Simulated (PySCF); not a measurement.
**How methods differ on the excitation energy of Cl²⁺**

Cl²⁺ [Ne] 3s2 3p3 (4S) → Cl²⁺ [Ne] 3s1 3p4 (4P), as a difference of total energies. All numbers are calculated (PySCF 2.14, no relativity, point nucleus, in dyall-av3z (19s12p3d2f, 84 functions)). Correlated levels: valence: [Ne] frozen; virtual orbitals above 40 to 60 times the deepest correlated orbital energy dropped. The calculations carry no spin-orbit coupling.

```
           method  excitation energy (cm⁻¹)
              UHF                    103460
              LDA                    101310
              PBE                    100380
             PBE0                    101770
           r2SCAN                     98278
          LC-wPBE                    101610
             MN15                     95084
              M06                    104110
             BP86                     99439
    MP2 (valence)                    103250
SCS-MP2 (valence)                    103220
```

A first-order spin-orbit estimate (lowest level to lowest level, LS coupling) adds -0.046 eV.
